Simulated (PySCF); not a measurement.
SMILES C[N]([GeH3])[Al]([CH3])[CH3] (GFN2-xTB optimised geometry):

```
18

Ge     0.118     2.464     0.187
N     -0.655     0.821     0.000
C     -2.109     0.905    -0.156
Al     0.163    -0.805     0.000
C     -1.002    -2.420     0.014
C      2.151    -0.805     0.000
H     -0.491     3.167     1.376
H     -0.197     3.313    -1.020
H      1.592     2.315     0.360
H     -2.535    -0.095    -0.248
H     -2.573     1.400     0.705
H     -2.379     1.479    -1.050
H     -1.578    -2.547    -0.907
H     -1.723    -2.432     0.838
H     -0.380    -3.313     0.122
H      2.568    -0.391     0.924
H      2.573    -0.212    -0.818
H      2.545    -1.821    -0.100
```

Calculation: PBE0/def2-SVP (PySCF).

Problem. What are the frontier orbital energies and the dipole moment?

Solution. HOMO-2 -8.30 eV, HOMO-1 -7.69 eV, HOMO -6.50 eV, LUMO 0.02 eV, LUMO+1 0.50 eV; dipole moment 0.61 D.

On the same geometry PBE/def2-SVP run with PySCF gives HOMO-2 -6.96 eV, HOMO-1 -6.38 eV, HOMO -5.23 eV, LUMO -0.75 eV, LUMO+1 -0.29 eV; dipole moment 0.59 D.

Meta-Löwdin charges at PBE0/def2-SVP: Ge1 0.49, N2 -0.61, C3 -0.18, Al4 0.80, C5 -0.60, C6 -0.60, H7 -0.09, H8 -0.09, H9 -0.07, H10 0.10, H11 0.09, H12 0.09, H13 0.11, H14 0.11, H15 0.11, H16 0.11, H17 0.11, H18 0.11.
